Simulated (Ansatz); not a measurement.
Calculated with Ansatz (gas phase, PBE0-D4/def2-TZVP geometries, no zero-point term in ΔE). CCSD(T)/CBS is the MP2 limit (def2-TZVPP, def2-QZVPP) plus CCSD(T) − MP2 in def2-TZVPP, frozen cores. This one scheme is used for every species. Functionals use def2-TZVPP. HSE06 is defined as in plane-wave codes. For Br outer-core shells are correlated without core-valence functions, which leaves a few kJ/mol of doubt a bond. Scalar relativity is left out up to krypton. Each species was taken in one conformer, which may not be the lowest.

Reaction (hydrogenolysis of a B–N bond): `CNBBr` + H₂ → `BBr` + CH₃NH₂

(1) Is it downhill or uphill in electronic energy at CCSD(T)/CBS, and by how much? (Best estimate.)

(2) What do these levels give: revPBE-D4, PBE0-D4, BHLYP-D4, B2PLYP, BLYP, r2SCAN0, HSE06, RPA@PBE/def2-TZVPP, CCSD/def2-SVP, HF/def2-TZVPP, HF/def2-QZVPP, HF/CBS(def2)? (Estimate.)

Largest T1 diagnostic among the species: 0.010.

Results:

(1) Ansatz gave: Uphill: ΔE = +132.9 kJ/mol.

(2) Computed: revPBE-D4 140.1, PBE0-D4 135.6, BHLYP-D4 131.1, B2PLYP 131.5, BLYP 127.8, r2SCAN0 135.0, HSE06 131.0, RPA@PBE/def2-TZVPP 125.7, CCSD/def2-SVP 138.1, HF/def2-TZVPP 108.6, HF/def2-QZVPP 108.3, HF/CBS(def2) 108.2 kJ/mol.

From r2SCAN to r2SCAN0 (25 % exact exchange), in def2-TZVPP and without D4, ΔE moves by −3.7 kJ/mol. In def2-TZVPP, CCSD(T) changes the Hartree–Fock value by +23.6 kJ/mol (the triples alone add +5.2 kJ/mol) and MP2 by +31.4 kJ/mol.
